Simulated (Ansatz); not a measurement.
`FBN([SiH3])[SiH3]` + `[OH][InH2]` → `FB[O][InH2]` + `[SiH3]N[SiH3]` at 700 K and 1 bar (ligand exchange at a B–N bond).

Isolated molecules relaxed with PBE0-D4/def2-TZVP in Ansatz; ΔE leaves out vibrations. CCSD(T)/CBS adds triple-zeta CCSD(T) − MP2 to the extrapolated MP2 energy (def2 sets, frozen cores). This one scheme is used for every species. def2 core potentials past Kr. For In outer-core shells are correlated without core-valence functions, which leaves a few kJ/mol of doubt a bond. Each species was taken in one conformer, which may not be the lowest.

| species | CCSD(T)/CBS energy (Eh) | H − E (kJ/mol) | S (J/(mol·K)) |
| --- | --- | --- | --- |
| `FBN([SiH3])[SiH3]` | -761.79139 | 283.0 | 501.8 |
| `[OH][InH2]` | -266.78179 | 108.6 | 338.8 |
| `FB[O][InH2]` | -391.48685 | 145.3 | 423.4 |
| `[SiH3]N[SiH3]` | -637.10515 | 245.6 | 444.2 |

H − E and S are ideal-gas, rigid-rotor, harmonic terms from PBE0-D4/def2-TZVP, for one conformer and one mirror image of each species. 1 Eh = 2625.50 kJ/mol, R = 8.31446 J/(mol·K).

Problem. By hand: ΔE, ΔH, ΔS and ΔG.

Solution. ΔE = (-391.48685) + (-637.10515) − (-761.79139) − (-266.78179) = -0.01882 Eh = -49.4 kJ/mol. Δ(H − E) = 145.3 + 245.6 − 283.0 − 108.6 = -0.7, so ΔH = -50.1 kJ/mol. ΔS = 423.4 + 444.2 − 501.8 − 338.8 = 27.0 J/(mol·K). ΔG = -50.1 − 700 × (27.0)/1000 = -69.0 kJ/mol.

Problem. By hand: the equilibrium constant, and the temperature at which ΔG would vanish if ΔH and ΔS stayed fixed.

Solution. log₁₀ K = −ΔG/(RT ln 10) = 5.1. ΔH and −TΔS have one sign here, so there is no such temperature.

TΔS isn't small against ΔH here. A doubt of 5 kJ/mol in ΔE shifts log₁₀ K by 0.4 here. Other conformers and mirror images would add mixing entropy, several J/(mol·K) or more a flexible species. Modes under 60 cm⁻¹, often nearly free rotors, make the harmonic entropy too high. These are equilibria of isolated gas molecules and say nothing of rates. Largest T1 diagnostic: 0.017 (customary marks: 0.02 for closed shells, 0.045 for open ones).
